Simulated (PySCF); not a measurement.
A structure optimised at PBE-D3(BJ)/def2-SVP, used in a PySCF frequency run:

```
C
H 1 1.1088
H 1 1.1120 2 108.37
C 1 1.5418 2 114.82 3 121.64
F 4 1.3857 1 114.28 2 -72.83
H 4 1.1196 5 108.12 1 -121.51
Si 1 1.9330 2 119.35 3 -121.62
H 7 1.5004 1 115.56 2 91.54
H 7 1.5045 8 110.48 1 130.35
Si 4 1.9402 6 106.04 5 129.99
H 10 1.5030 4 118.98 6 -40.39
Cl 10 2.0904 11 108.18 4 126.74
```

Problem. Write its SMILES and formula.

Solution. F[C@H]1C[SiH2][Si@H]1Cl, C2H6ClFSi2

Problem. What are its rotational constants (standard atomic weights)?

Solution. 2.0401, 1.5969, 1.0856 GHz
